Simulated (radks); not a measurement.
Results of a calculation; reference values are marked as such.
The nuclear charge of neutral bromine is varied continuously with 35 electrons held in [Ar] 3d10 4s2 4p5. Code: a radial shooting solver on a logarithmic mesh with Libxc functionals. Model: scalar-relativistic Kohn-Sham, PBEsol, spin-unpolarised, spherical densities, finite nucleus; Fermi nuclear charge, rms radius 4.1629 fm. By the Hellmann-Feynman theorem dE/dZ = E(electron-nucleus)/Z, the electronic potential at the nucleus (averaged over a nucleus of fixed radius). The scalar-relativistic energy here is not variational (the density holds large components alone), so the two differ by a part that grows with Z.

Z     E (hartree)  E(electron-nucleus)/Z (hartree)  HOMO  e(HOMO) (eV)  <r> HOMO (bohr)
34.8  -2568.85271                         -178.112    4p        -5.859            2.175
35    -2604.66883                         -179.502    4p        -7.855            2.102
35.2  -2640.76390                         -180.890    4p        -9.973            2.036
35.4  -2677.13772                         -182.278    4p       -12.206            1.977
35.6  -2713.79014                         -183.665    4p       -14.548            1.923
35.8  -2750.72105                         -185.051    4p       -16.996            1.873
36    -2787.93039                         -186.437    4p       -19.546            1.826

The central difference of E at Z = 35 is -179.778 hartree, to compare with the third column; the second derivative is -6.97 hartree.
